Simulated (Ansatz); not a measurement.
Correlation energies of `C=C([SiH3])[SiH2]O` by basis set

```xyz
13

C    -0.235   -0.191   -1.572
C     0.152   -0.133   -0.293
Si    1.511   -1.260    0.307
Si   -0.681    1.077    0.853
O    -1.974    1.812    0.142
H    -1.022    0.449   -1.966
H     0.219   -0.874   -2.289
H     0.997   -2.199    1.341
H     2.047   -2.039   -0.842
H     2.611   -0.473    0.928
H     0.258    2.166    1.218
H    -1.095    0.353    2.089
H    -2.790    1.313    0.084
```

Total charge 0; spin multiplicity 1. The structure was optimised at the PBE0-D4/def2-TZVP level. It is one conformer, not always the lowest. Frozen core, restricted reference, Ansatz 0.2.0. CBS rows extrapolate triple and quadruple zeta; past MP2 they add the triple-zeta difference.

```tsv
basis	HF (Eh)	MP2 corr.
def2-TZVPP	-733.23805	-0.81424
def2-QZVPP	-733.26362	-0.87311
```

Estimate the CCSD correlation energy and the (T) correction in each basis where they were run (hartree).


```json
{"basis": "def2-TZVPP", "CCSD corr.": "-0.86861", "(T)": "-0.03473"}
{"basis": "CBS(def2)", "CCSD corr.": "-0.97109", "(T)": "as TZ"}
```
